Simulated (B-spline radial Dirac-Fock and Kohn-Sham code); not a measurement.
These are calculated numbers from a radial B-spline solver; the model is Dirac-Fock energy differences between relaxed states, corrected for Breit and QED terms. Correlation and solid-state effects are left out.

Question: Identify the element and charge state from the binding energies below (tabulated ground configuration; the least bound level is included).

```tsv
level	binding energy (eV)
1s	65690.5
2p3/2	9906.6
3p3/2	2455.4
4s	873.5
4p3/2	715.4
4d5/2	542.0
4f	339.0
```

Answer: Hf¹⁵⁺: Z = 72 with 57 electrons, [Kr] 4d10 4f11. The hydrogen-like estimate √(E/Ry) = 69.5 for the K level lies 2.5 below Z (screening lowers it, relativity raises it); the outermost level, at 339.0 eV, fixes the charge.
